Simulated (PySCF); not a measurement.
**CdIn and its ions**

CAM-B3LYP; basis Cd def2-SVP with ECP28, In def2-SVP with ECP28; scalar-relativistic core potentials; PySCF 2.14. Neutral (UKS): doublet (π ↑), Re = 3.152 Å, ωe = 63.4 cm⁻¹, De = 0.15 eV, HOMO -4.54 eV, LUMO -1.20 eV.

CdIn⁺ (UKS): singlet (closed shell), Re = 3.271 Å, ωe = 75.7 cm⁻¹, De = 0.48 eV to Cd + In⁺. The energies at the minima are -357.80292 hartree for CdIn and -357.60701 for CdIn⁺.

Problem. Work out the adiabatic ionisation energy, without and with harmonic zero-point energies (1 hartree = 27.2114 eV, 1 eV = 8065.5 cm⁻¹), and the change of the bond length.

Solution. At CAM-B3LYP: 0.19591 hartree = 5.331 eV between the minima; the zero-point term (75.7 − 63.4)/2 cm⁻¹ = +0.001 eV makes it 5.332 eV. Re changes by +11.9 pm against the neutral. The electron leaves a π orbital, and the longer bond of the ion fits a bonding orbital, or a change in how ionic the bond is.

Closed-shell solutions of metal pairs were not tested for spin polarisation, which can lower them a little. Weak bonds: CdIn, CdIn⁺. Basis-set superposition, not corrected here, can be much of De in a small basis, most of all at correlated wavefunction levels. Spin–orbit coupling is left out, which matters for elements this heavy, above all for dissociation energies. For an ion De counts to the pair picked by the measured ionisation energies or electron affinities, which need not be the lowest pair at this level. States were picked by a PBE0 search and need not be the measured ground states.
